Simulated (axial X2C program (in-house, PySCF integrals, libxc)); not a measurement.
# Nuclear properties of SeOH⁻

Computed with an in-house all-electron X2C program for linear molecules (integrals from PySCF): two-component X2C with atomic mean-field Coulomb and Gaunt terms, Gaussian nuclei, basis Se dyall-v3z, O dyall-av3z, H dyall-v3z with contracted cores.

Se–O–H held linear, with bonds 1.867 and 0.943 Å (near the PBE0 minimum at charge -1 of the determinant lowest at the starting distance; the state shown can have its own minimum elsewhere, held linear; other orders of the atoms were not compared).

Input and command:
```json
{"zs": [34, 8, 1], "q": -1, "bas": ["dyall-v3z", "dyall-av3z", "dyall-v3z"], "r0": [1.79, 0.96], "symm": 0, "scan": ["PBE0", "HF", "PBE"], "levels": ["PBE0", "HF", "r2SCAN"], "nst": 2}
```
```bash
python solin.py task.json out
```

Keys: zs atomic numbers; q charge; bas basis sets; r0 starting distance in Å; symm equal bonds; scan levels of the two-bond scan; levels methods; nst determinants followed.

Determinant lowest in the PBE0 search, Ω = 0 (closed shell), highest spinor 76% Se p, 14% O p, 4% O d:

| level | qzz Se (a.u.) | qzz O (a.u.) | qzz H (a.u.) |
| --- | --- | --- | --- |
| PBE0 | 12.28 | 2.43 | 0.58 |
| HF | 12.92 | 2.39 | 0.58 |
| r2SCAN | 12.28 | 2.51 | 0.58 |

Determinant 1.14 eV from it at PBE0 and this distance, Ω = 2 (⟨Sz⟩ = 1.00, ⟨Lz⟩ = 1.00 at PBE0), spin on the atoms Se 0.88, O 0.02, H 0.10:

```csv
level,Eeff magnitude (GV/cm),Ws magnitude Se (kHz),A∥/gI Se (MHz),qzz Se (a.u.),A∥/gI O (MHz),qzz O (a.u.),A∥/gI H (MHz),qzz H (a.u.)
PBE0,3.23,0.729,535,4.06,248,1.92,11,0.57
HF,4.28,0.963,598,3.84,229,2.01,10,0.59
r2SCAN,3.32,0.748,544,4.28,263,1.94,11.7,0.57
```

Eeff is the effective electric field on the electron electric dipole moment in this Ω state and Ws the scalar–pseudoscalar constant of the nucleus named (defined with the proton number Z and per Ω); A∥ (defined per Ω) follows by multiplying with gI = μI/(I μN); qzz is the electric field gradient, eQq0 = 234.96 MHz × Q/barn × qzz. The operators were transformed with the bare-nucleus X2C matrices; with these basis sets, hyperfine constants and field gradients can be off by tens of per cent, and where levels differ in sign neither size nor sign is settled.

Task: With Q(17O) = -0.02558 barn (Q from Pyykkö, Mol. Phys. 2018), turn the PBE0 values of the first state into constants in MHz.

Result: eQq0(17O) = 234.96 × (-0.02558) × (2.43) = -14.6 MHz.

The molecule was held linear; bending was not examined, so a bent shape may lie lower.

Each state is one determinant with collinear spin, which with several unpaired electrons need not be a pure state. Unrestricted Hartree–Fock can overshoot spin polarisation at the nuclei. For an anion, determinants above electron detachment, or with a positive highest level, are held by the basis set. With several open shells hyperfine constants can be off by a factor of several. Open-shell Ω = 0 determinants with evenly filled partner blocks cannot be reached by this program, so the Ω shown need not be the lowest component. The search compared states at one distance, so a state with another bond length can lie lower. PBE0 term energies can be off by some tenths of an eV.
